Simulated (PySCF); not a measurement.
Cl (SMILES [Cl-]), charge -1, singlet; CAMB3LYP/3-21G (PySCF).

Input for PySCF:
```python
from pyscf import gto, scf, dft

mol = gto.M(
    atom='''
Cl    0.000000    0.000000    0.000000
''',
    basis='3-21g',
    charge=-1,
    spin=0,
    verbose=4,
)

mf = dft.RKS(mol)
mf.xc = 'camb3lyp'
mf.kernel()
```

Output, abridged:

```
PySCF version 2.14.0

[INPUT] verbose = 4
[INPUT] num. atoms = 1
[INPUT] num. electrons = 18
[INPUT] charge = -1
[INPUT] spin (= nelec alpha-beta = 2S) = 0
[INPUT] symmetry False subgroup None
[INPUT] Mole.unit = angstrom
[INPUT] Symbol           X                Y                Z      unit          X                Y                Z       unit  Magmom
[INPUT]  1 Cl     0.000000000000   0.000000000000   0.000000000000 AA    0.000000000000   0.000000000000   0.000000000000 Bohr   0.0

nuclear repulsion = 0
number of shells = 7
number of NR pGTOs = 27
number of NR cGTOs = 13
basis = 3-21g
ecp = {}

******** <class 'pyscf.dft.rks.RKS'> ********
method = RKS
initial guess = minao
damping factor = 0
level_shift factor = 0
DIIS = <class 'pyscf.scf.diis.CDIIS'>
diis_start_cycle = 1
diis_space = 8
diis_damp = 0
SCF conv_tol = 1e-09
SCF conv_tol_grad = None
SCF max_cycles = 50
direct_scf = True
direct_scf_tol = 1e-13
XC library pyscf.dft.libxc version 7.1.2
    S. Lehtola, C. Steigemann, M. J. T. Oliveira, and M. A. L. Marques,  SoftwareX 7, 1–5 (2018)
XC functionals = camb3lyp
    T. Yanai, D. P. Tew, and N. C. Handy,  Chem. Phys. Lett. 393, 51 (2004)
radial grids:
    Treutler-Ahlrichs [JCP 102, 346 (1995); DOI:10.1063/1.469408] (M4) radial grids

becke partition: Becke, JCP 88, 2547 (1988); DOI:10.1063/1.454033
pruning grids: <function nwchem_prune>
grids dens level: 3
symmetrized grids: False
atomic radii adjust function: <function treutler_atomic_radii_adjust>
small_rho_cutoff = 0
Set gradient conv threshold to 3.16228e-05
Initial guess from minao.
tot grids = 18880
init E= -457.525458149427
  HOMO = -0.398922702050295  LUMO = 0.493199614807828  gap/eV = 24.27588
cycle= 1 E= -458.007477356196  delta_E= -0.482  |g|= 0.403  |ddm|= 0.457
  HOMO = 0.0474871842518697  LUMO = 0.916182408898892  gap/eV = 23.63840
cycle= 2 E= -458.035191845412  delta_E= -0.0277  |g|= 0.281  |ddm|= 0.904
  HOMO = -0.0330157302468263  LUMO = 0.849136239229528  gap/eV = 24.00458
cycle= 3 E= -458.054690393014  delta_E= -0.0195  |g|= 0.00667  |ddm|= 0.343
  HOMO = -0.0358616938138074  LUMO = 0.847587966893793  gap/eV = 24.03989
cycle= 4 E= -458.054702310742  delta_E= -1.19e-05  |g|= 6.5e-05  |ddm|= 0.00888
  HOMO = -0.0358776325009057  LUMO = 0.847573070711781  gap/eV = 24.03992
cycle= 5 E= -458.054702312137  delta_E= -1.4e-09  |g|= 2.78e-06  |ddm|= 0.000155
  HOMO = -0.035876718399585  LUMO = 0.847572582347643  gap/eV = 24.03988
cycle= 6 E= -458.05470231214  delta_E= -2.33e-12  |g|= 4.23e-08  |ddm|= 4.32e-06
  HOMO = -0.0358767426737841  LUMO = 0.847572590538222  gap/eV = 24.03988
Extra cycle  E= -458.054702312139  delta_E= 5.68e-13  |g|= 1.87e-08  |ddm|= 5.78e-08
converged SCF energy = -458.054702312139
```
